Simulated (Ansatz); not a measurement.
Gas-phase electronic energies from Ansatz, PBE0-D4/def2-TZVP geometries. CCSD(T)/CBS adds triple-zeta CCSD(T) − MP2 to the extrapolated MP2 energy (def2 sets, frozen cores). This one scheme is used for every species, atoms too. DFT in def2-TZVPP. No spin–orbit coupling; open shells (•) take unrestricted orbitals. Spin–orbit coupling would lower the free atoms: a little for C, Cl, F, S, Si. One conformer a species, not always the lowest.

`C=C[SiH](F)S[SiH2]Cl` → 2 C• + Cl• + F• + 6 H• + S• + 2 Si•  (atomization)

```
             level  ΔE (kcal/mol)  difference from CCSD(T)/CBS
            PBE-D4         1174.6                         12.4
         r2SCAN-D4         1165.3                          3.1
           PBE0-D4         1159.5                         -2.7
           ωB97X-V         1165.8                          3.6
           ωB97M-V         1165.4                          3.2
            B2PLYP         1142.1                        -20.1
               PBE         1163.9                          1.7
            r2SCAN         1162.6                          0.4
     HF/def2-TZVPP          866.4                       -295.8
SCS-MP2/def2-TZVPP         1142.0                        -20.2
   CCSD/def2-TZVPP         1109.2                        -53.0
CCSD(T)/def2-TZVPP         1127.8                        -34.4
     HF/def2-QZVPP          868.5                       -293.7
SCS-MP2/def2-QZVPP         1164.5                          2.3
      HF/CBS(def2)          868.8                       -293.4
    CCSD/CBS(def2)         1143.7                        -18.5
       CCSD(T)/CBS         1162.2                            0
```

Largest T1 diagnostic among the species: 0.012.

In def2-TZVPP, CCSD(T) changes the Hartree–Fock value by +261.3 kcal/mol (the triples alone add +18.6 kcal/mol) and MP2 by +285.4 kcal/mol; breaking electron pairs costs correlation energy, which Hartree–Fock lacks. The D4 term adds +17.3 kcal/mol with B3LYP and +9.3 kcal/mol with PBE0; it sums over pairs of atoms, weighted by their polarisabilities, and B3LYP, whose exchange is more repulsive, gets the larger term. From PBE to PBE0 (25 % exact exchange), in def2-TZVPP and without D4, ΔE moves by −13.7 kcal/mol: exact exchange takes away binding that semilocal exchange gives to molecules.

B3LYP here is the variant with VWN-RPA as its local correlation; programs differ in this.

For atomizations the MP2-based limit and the directly extrapolated one differ by several kJ/mol either way, and by 10 to 25 for some Ge, Se and Sn compounds, so smaller differences from it don't rank the levels.
